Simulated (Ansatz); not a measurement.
Geometry optimisation, RKS BLYP/def2-SVP (Ansatz).

input.yaml

```yaml
crystal:
  periodic: [false, false, false]
  atoms:
    - { symbol: Ti, position_ang: [0.571419, -0.455665, -0.530658] }
    - { symbol: "N", position_ang: [-0.438195, -0.443659, 2.559722] }
    - { symbol: H, position_ang: [-1.021354, -1.005653, 3.197894] }
    - { symbol: H, position_ang: [-0.519477, 0.533586, 2.875626] }
    - { symbol: Cl, position_ang: [1.661452, -0.449336, -2.440953] }
    - { symbol: Cl, position_ang: [0.544357, 1.671436, 0.082396] }
    - { symbol: Cl, position_ang: [-1.408733, -1.332168, -0.917263] }
    - { symbol: S, position_ang: [1.967052, -1.823843, 0.832807] }
    - { symbol: H, position_ang: [0.865763, -2.52551, 1.237496] }
    - { symbol: H, position_ang: [0.553315, -0.725888, 2.729234] }
basis:
  gaussian: { orbitals: def2-SVP }
hamiltonian:
  xc: blyp
relax:
  f_tol: 0.03
  max_steps: 50
output:
  orbitals: {}
```

Launched with:

```bash
$ ansatz run input.yaml --threads 4 --pin off --max-ram 5120MiB --backend cpu --events-out ev --progress --plain --runs-dir out
```

Task: Where does it end, and by what steps?

Result: The forces met the threshold. After 11 steps the energy has fallen by 0.572 eV; H3 moved furthest, 0.96 Å. Joined: Ti1–N2 (3.25 → 2.32 Å).

```
step  energy less start (eV)  largest force component (eV/Å)  accepted
   0                  0.0000                           0.557       yes
   1                 -0.0838                           1.092       yes
   2                 -0.1989                           1.272       yes
   3                 -0.3820                           0.261       yes
   4                 -0.4190                           1.184       yes
   5                 -0.4657                           0.467       yes
   6                 -0.4925                           0.451       yes
   7                 -0.5371                           0.104       yes
   8                 -0.5568                           0.152       yes
   9                 -0.5703                           0.042       yes
  10                 -0.5703                           0.152       yes
  11                 -0.5721                           0.005       yes
```

```xyz
10
Properties=species:S:1:pos:R:3
Ti 0.433 -0.407 -0.100
N -0.280 -0.501 2.111
H -0.725 -1.393 2.371
H -0.993 0.236 2.220
Cl 1.304 -0.539 -2.142
Cl 0.977 1.695 0.488
Cl -1.743 -0.808 -0.502
S 1.835 -2.186 0.538
H 1.501 -2.355 1.852
H 0.468 -0.299 2.791
```

Whether the end is a true minimum wasn't checked by a vibrational analysis.

The run took 34 s on 4 threads of Arm Neoverse V1, on a shared host, peak memory 0.24 GiB.
